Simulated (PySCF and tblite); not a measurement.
Values are calculated unless marked as measured or tabulated.
# Conformer ensemble of C8H4F2S2, numbered as in [cH:1]1[cH:2][s:3][c:4](-[c:7]2[s:8][cH:9][cH:10][c:11]2[F:12])[c:5]1[F:6]

Search: ETKDG and KDG, MMFF94s, GFN2-xTB, 200 starts; geometries at GFN2-xTB. Energies: OPBE-D3(BJ)/pcSseg-1 (IEF-PCM, benzene), grid level 1, SCF tolerance 1e-07, with GFN2-xTB thermal terms (modes under about 100 cm⁻¹ blended into free rotors). Symmetry numbers and mirror images are counted. Conformers within 2.5 kcal/mol (GFN2-xTB free energy) were kept, 7 at most. GIAO shieldings: OPBE/pcSseg-1 (IEF-PCM, benzene), grid level 1, SCF tolerance 1e-07. Codes: tblite and PySCF.

Torsions listed: S3–C4–C7–S8. Of a mirror pair one member is shown.

```tsv
conformer	shape	symmetry	E(GFN2) kcal/mol	E(DFT) kcal/mol	G(298.15 K) kcal/mol	weight %	dipole D
1	180°	C2h	0.00	0.00	0.00	85.3	0.00
2	27°	C2 (pair)	2.03	1.50	1.04	14.7	1.50
```

Weights (%) against temperature:

```
 T (K)     1     2  S(mix) cal/mol/K
   250  90.4   9.6              0.76
298.15  85.3  14.7              1.03
   350  80.0  20.0              1.27
```

Coordinates of conformer 1 (Å):

```xyz
16

C    -2.920   -0.781    0.180
C    -3.126    0.560    0.098
S    -1.663    1.448   -0.037
C    -0.714   -0.006    0.016
C    -1.549   -1.093    0.134
F    -1.093   -2.354    0.199
C     0.713    0.009   -0.059
S     1.662   -1.445    0.005
C     3.124   -0.559   -0.144
C     2.919    0.781   -0.238
C     1.548    1.094   -0.189
F     1.093    2.355   -0.265
H    -3.691   -1.522    0.269
H    -4.059    1.085    0.107
H     4.057   -1.085   -0.153
H     3.690    1.521   -0.338
```

Coordinates of conformer 2 (Å):

```xyz
16

C    -2.949   -0.445   -0.173
C    -3.125    0.733    0.478
S    -1.635    1.481    0.892
C    -0.720    0.188    0.176
C    -1.583   -0.750   -0.339
F    -1.181   -1.890   -0.911
C     0.714    0.202    0.180
S     1.603    1.040    1.418
C     3.107    0.584    0.726
C     2.956   -0.169   -0.393
C     1.596   -0.380   -0.699
F     1.216   -1.056   -1.789
H    -3.739   -1.084   -0.522
H    -4.045    1.212    0.743
H     4.018    0.902    1.192
H     3.758   -0.559   -0.990
```


Conformer gaps in pcSseg-1 on xTB geometries can be 2 kcal/mol off for S=O, P=O and other polar bonds.